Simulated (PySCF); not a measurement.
## Radial density of Pt⁺ (platinum, charge +1)

UHF, [Xe] 4f14 5d8 6p1, one real determinant (an excited configuration). Calculation: PySCF 2.14, in aug-cc-pVTZ-PP with ECP60MDF; a scalar-relativistic core potential. This is the valence pseudo-density: the core potential removes the inner electrons and smooths the orbitals near the nucleus.

| r (bohr) | 4πr²ρ (e/bohr) | 4πr²(ρα − ρβ) |
| --- | --- | --- |
| 0.150 | 0.0001220 | 0.0000 |
| 0.253 | 0.004624 | 0.0004 |
| 0.425 | 0.3973 | 0.0174 |
| 0.715 | 8.940 | 0.4673 |
| 1.20 | 13.83 | 1.6025 |
| 2.02 | 3.514 | 0.8622 |
| 3.40 | 0.5604 | 0.3845 |
| 5.72 | 0.07850 | 0.0775 |
| 9.63 | 0.0009266 | 0.0009 |

⟨L²⟩ = 14.06 against 20 for a pure G term, so this real determinant mixes terms. Energies and moments cover only the electrons outside the core potential. Spin-orbit coupling, absent here, splits the open shell strongly.
